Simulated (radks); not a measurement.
The numbers below are computed, except where a source is named.
Valence configurations of Ta I (all share [Xe]). Level of theory: scalar-relativistic Kohn-Sham, LDA (Slater exchange, Perdew-Wang correlation), spin-unpolarised, spherical densities, point nucleus (a radial shooting solver on a logarithmic mesh with Libxc functionals). Energies are relative to 4f14 5d3 6s2; eigenvalues in eV.

valence               E (eV)    e(4f)   e(5d)   e(6p)   e(6s)
4f14 5d3 6s2           0.000  -24.929  -3.783       -  -5.613
4f14 5d4 6s1           2.088  -23.242  -2.831       -  -5.157
4f14 5d3 6s1 6p1       4.256  -26.465  -5.101  -2.215  -6.607
4f14 5d2.5 6s1 6p1.5   5.902  -28.257  -6.330  -2.629  -7.327
4f14 5d3 6s1.5 6p0.5   2.095  -25.717  -4.463  -1.877  -6.133
4f13 5d3 6s2 6p1      29.098  -37.375  -7.674  -2.497  -7.470
4f13 5d4 6s2          24.867  -33.359  -4.798       -  -5.789
4f12 5d5 6s1.5 6p0.5  59.684  -43.149  -6.586  -1.883  -6.497
4f14 5d2 6s2 6p1       3.094  -28.670  -6.388  -2.447  -7.189
4f14 5d4 6p1           6.047  -24.651  -4.066  -2.035       -

NIST lists [Xe] 4f14 5d3 6s2 as the ground configuration; this level of theory agrees among the configurations tried. The energies are those of spherical spin-averaged densities, not of single terms.
